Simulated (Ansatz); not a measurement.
CH6BrGaO2Si (`C[O][Ga]([Br])[O][SiH3]`). Charge 0, multiplicity 1. Correlated methods include outer-core shells of Br, Ga, which these sets cover unevenly. Scalar relativity is left out up to krypton.

Cartesian coordinates in Å:
```
C -0.703 2.381 -0.554
O 0.656 1.991 -0.519
Ga 1.142 0.344 -0.137
Br 3.327 -0.218 -0.096
O -0.121 -0.841 0.209
Si -0.239 -2.425 0.608
H -0.945 2.756 -1.553
H -1.392 1.564 -0.316
H -0.864 3.189 0.166
H -1.521 -2.948 0.071
H -0.228 -2.585 2.087
H 0.888 -3.210 0.035
```

(1) Give the diagnostics of a CCSD(T)/def2-TZVPP run (frozen core, the Gaussian-basis code of Ansatz). (Estimate.)

## Answers

(1) The calculation gave: T1 = 0.0123, largest single amplitude 0.031, largest double 0.018, (T) share of the correlation energy 3.6 %, 10 CCSD cycles. The RHF solution is stable towards an unrestricted one. T1 lies under the customary mark of 0.02 for closed shells.
